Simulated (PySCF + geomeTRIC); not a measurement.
Species: H₃Al, SMILES `[AlH3]` (charge 0, multiplicity 1).

Question: Give a relaxed geometry from PySCF + geomeTRIC with TPSSh-D3(BJ)/def2-TZVP.

Answer: the end point of this relaxation (outside a Z-matrix the atoms follow the SMILES, hydrogens last).
Z-matrix (Å, degrees):
```
Al
H 1 1.5828
H 1 1.5828 2 120.00
H 1 1.5828 2 120.00 3 179.88
```
